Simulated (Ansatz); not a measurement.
Reaction (substitution at a C–Si bond): `C[SiH](N)BF` + `[NH]=[Ta]([NH2])([NH2])[NH2]` → `C[N]=[Ta]([NH2])([NH2])[NH2]` + `N[SiH2]BF`

Isolated molecules relaxed with PBE0-D4/def2-TZVP in Ansatz; ΔE leaves out vibrations. CCSD(T)/CBS adds triple-zeta CCSD(T) − MP2 to the extrapolated MP2 energy (def2 sets, frozen cores). DFT in def2-TZVPP. def2 core potentials past Kr. For Ta outer-core shells are correlated without core-valence functions, which leaves a few kJ/mol of doubt a bond. Each species was taken in one conformer, which may not be the lowest.

(1) Is it downhill or uphill in electronic energy at CCSD(T)/CBS, and by how much? (An estimate is asked.)

(2) What do these levels give: PBE-D4, PBE0-D4, PBE0, HF/def2-TZVPP, MP2/def2-QZVPP, CCSD/CBS(def2)? (Best estimate.)

Largest T1 diagnostic among the species: 0.018.

## Answers

(1) Computed: Uphill: ΔE = +62.3 kJ/mol.

(2) Computed: PBE-D4 56.7, PBE0-D4 59.0, PBE0 58.0, HF/def2-TZVPP 56.1, MP2/def2-QZVPP 58.2, CCSD/CBS(def2) 63.0 kJ/mol.
